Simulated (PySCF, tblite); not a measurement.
Isomers of C7H7N3, one GFN2-xTB conformer each. Single-point energies are computed at PBE0/pcSseg-1 (PySCF, gas phase, no added dispersion term), electronic only.

```csv
SMILES,GFN2-xTB relative energy (kcal/mol)
C=CCn1ccc(C#N)n1,40.2
Cn1nc2ccccc2n1,0.0
C#Cc1nncnc1CC,57.0
CC[C@H](C#N)C(C#N)C#N,67.1
C=CCn1nccc1C#N,38.9
Cc1nnn2ccccc12,2.4
```

Conformers: `[CH2:1]=[CH:2][CH2:3][n:4]1[cH:5][cH:6][c:7]([C:8]#[N:9])[n:10]1` with C1–C2–C3–N4 -124°, C2–C3–N4–C5 84°; `[CH:1]#[C:2][c:3]1[n:4][n:5][cH:6][n:7][c:8]1[CH2:9][CH3:10]` with N7–C8–C9–C10 -101°; `[CH3:1][CH2:2][C@H:3]([C:4]#[N:5])[CH:6]([C:7]#[N:8])[C:9]#[N:10]` with C1–C2–C3–C4 -65°, C2–C3–C6–C7 -66°; `[CH2:1]=[CH:2][CH2:3][n:4]1[n:5][cH:6][cH:7][c:8]1[C:9]#[N:10]` with C1–C2–C3–N4 -114°, C2–C3–N4–N5 -100°.

**Question.** What does PBE0/pcSseg-1 give for the same structures?

**Answer.** 
| SMILES | PBE0/pcSseg-1 E (Eh) | PBE0/pcSseg-1 (kcal/mol) | GFN2-xTB (kcal/mol) | point group |
| --- | --- | --- | --- | --- |
| Cn1nc2ccccc2n1 | -434.63095 | 0.0 | 0.0 | – |
| Cc1nnn2ccccc12 | -434.62077 | 6.4 | 2.4 | Cs |
| C=CCn1ccc(C#N)n1 | -434.58902 | 26.3 | 40.2 | C1 |
| C=CCn1nccc1C#N | -434.58851 | 26.6 | 38.9 | C1 |
| CC[C@H](C#N)C(C#N)C#N | -434.58213 | 30.6 | 67.1 | C1 |
| C#Cc1nncnc1CC | -434.53572 | 59.8 | 57.0 | C1 |

Both levels put the same isomer lowest; measured from each level's own lowest isomer, the values differ by up to 36.5 kcal/mol (CC[C@H](C#N)C(C#N)C#N: 67.1 against 30.6). As drawn, the highest has a C≡C bond, which the lowest lacks. Neighbours under 2.5 kcal/mol apart (C=CCn1ccc(C#N)n1 and C=CCn1nccc1C#N) can change places with a better method, another conformer or zero-point energy.

**Question.** Which frontier levels, dipoles and rotational constants go with these structures?

**Answer.** 
| SMILES | HOMO (eV, PBE0/pcSseg-1) | LUMO (eV) | dipole (D) | A, B, C (MHz) |
| --- | --- | --- | --- | --- |
| Cn1nc2ccccc2n1 | -6.70 | -1.36 | 0.84 | 3977, 1069, 847.1 |
| Cc1nnn2ccccc12 | -6.33 | -1.40 | 4.56 | 2868, 1309, 903.7 |
| C=CCn1ccc(C#N)n1 | -7.71 | -0.90 | 6.87 | 4114, 684.7, 635.7 |
| C=CCn1nccc1C#N | -7.72 | -1.26 | 1.98 | 1999, 1286, 852.0 |
| CC[C@H](C#N)C(C#N)C#N | -10.05 | -0.93 | 3.26 | 1627, 1081, 848.8 |
| C#Cc1nncnc1CC | -6.89 | -2.17 | 3.62 | 1950, 1362, 861.0 |

**Question.** What happens when harmonic zero-point energies from GFN2-xTB frequencies are added?

**Answer.** 
```tsv
SMILES	ZPE (kcal/mol)	electronic (kcal/mol)	with ZPE (kcal/mol)
Cn1nc2ccccc2n1	81.7	0.0	0.0
Cc1nnn2ccccc12	81.4	6.4	6.1
C=CCn1ccc(C#N)n1	79.9	26.3	24.5
C=CCn1nccc1C#N	80.0	26.6	24.9
CC[C@H](C#N)C(C#N)C#N	79.1	30.6	28.0
C#Cc1nncnc1CC	79.0	59.8	57.0
```

The zero-point energies span 2.7 kcal/mol. The order is unchanged.

**Question.** As an exercise, what shares would exp(−E/RT) give at 1000 K from these electronic energies alone (no entropy, no degeneracies)?

**Answer.** RT = 1.987 kcal/mol: Cn1nc2ccccc2n1 96.1 %, Cc1nnn2ccccc12 3.9 %, C=CCn1ccc(C#N)n1 under 0.1 %, C=CCn1nccc1C#N under 0.1 %, CC[C@H](C#N)C(C#N)C#N under 0.1 %, C#Cc1nncnc1CC under 0.1 %.
